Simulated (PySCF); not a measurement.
Excitation energy of Al by level of theory

Al [Ne] 3s2 3p1 (2P) → Al [Ne] 3s1 3p1 4s1 (4P), as a difference of total energies. Calculation: PySCF 2.14, in aug-cc-pV(Q+d)Z with one added diffuse shell each of s, p, d, f, g type (8s7p6d4f3g, 114 functions); the non-relativistic Hamiltonian (point nucleus). Correlated levels: valence: [Ne] frozen. The calculations carry no spin-orbit coupling.

| method | excitation energy (cm⁻¹) |
| --- | --- |
| UHF | 51168 |
| LDA | 60958 |
| PBE | 60182 |
| PBE0 | 59748 |
| r2SCAN | 58818 |
| r2SCAN0 | 59000 |
| M06-2X | 62687 |
| MP2 (valence) | 58200 |
| SCS-MP2 (valence) | 60266 |

The upper state lies above the first ionisation limit, but in LS coupling its spin forbids autoionisation to the ground ion. A Rydberg-like electron needs more diffuse functions than a valence basis has.

The promoted electron is Rydberg-like, and one or two diffuse shells describe it only roughly, which tends to raise the upper state.
